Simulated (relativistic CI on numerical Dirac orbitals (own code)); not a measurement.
**Sm2+: 4f valence photoemission**

Computed with this model: Dirac-Coulomb-Breit CI, separate exchange-only KLI orbitals for each configuration, a model potential for QED, valence Slater integrals scaled by 0.9, multiplet model of photoemission in the sudden approximation; configurations [Xe] 4f6 → [Xe] 4f5; 300 K; Lorentzian 0.15 eV and Gaussian 0.3 eV FWHM. Energies are those of the free ion, without screening or charge transfer. The energies are binding energies and can lie tens of eV above those of solids. S is read from ⟨S²⟩ = S(S + 1).

Computed curve for free ion, scaled to 100 at the maximum (points under 2 are left out and the grid is thinned):

```csv
Energy (eV),Intensity
19.7,2.0
19.8,2.6
19.9,3.4
20.0,4.9
20.1,8.0
20.2,15.3
20.3,31.3
20.4,58.3
20.5,87.3
20.6,100.0
20.7,87.0
20.8,58.9
20.9,33.6
21.0,19.5
21.1,15.8
21.2,21.0
21.3,35.4
21.4,54.6
21.5,65.5
21.6,57.9
21.7,38.6
21.8,20.8
21.9,10.5
22.0,5.7
22.1,3.6
22.2,2.6
22.3,2.0
23.5,3.0
23.6,5.5
23.7,8.4
23.8,9.7
23.9,9.0
24.0,8.7
24.1,11.1
24.2,15.2
24.3,16.8
24.4,14.0
24.5,9.4
24.6,6.1
24.7,4.8
24.8,4.5
24.9,4.0
25.0,2.9
```

The ground state has S = 2.96, and the centroid lies at 21.41 eV.
